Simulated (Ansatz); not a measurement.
A single N atom.

PBE0 (restricted open-shell) on quartet N was run in several spherical basis sets with Ansatz (development build ahead of 0.2.0).

Question: Rank the basis sets by the total energy that they give, lowest first, with the distance from the lowest.
A. def2-SVP
B. cc-pVDZ
C. 6-31G
D. STO-3G
E. def2-TZVP
F. pcseg-2

Answer: E (0.00 eV), F (0.03 eV), B (0.35 eV), C (0.52 eV), A (1.76 eV), D (19.14 eV).

Totals follow the description of the cores as much as that of the bonds, so this order isn't one of quality for chemistry.
